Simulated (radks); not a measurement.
Problem. The lutetium ion Lu3+, [Xe] 4f14. Method: non-relativistic Kohn-Sham, exchange-only LDA, spin-polarised, spherical densities, point nucleus; computed with a radial shooting solver on a logarithmic mesh with Libxc functionals. Every spin shell is full or empty, so the densities are truly spherical. Functionals are evaluated on that one density, not self-consistently. Rank these exchange functionals by their error against the exact value of the orbitals, and give that value: LDA, PBEsol, RPBE, PW86, WC, SOGGA, B86b, r2SCAN, MS2, Tao-Mo, MVS.

Solution. Exact: -281.810 hartree. From best to worst, with 100 (|E| - |E exact|)/|E exact| (equal figures are ties): RPBE 0.00, r2SCAN +0.01, PW86 -0.12, MVS +0.22, B86b +0.23, WC -0.44, MS2 -0.46, Tao-Mo -0.62, PBEsol -1.68, SOGGA -1.68, LDA -3.82.
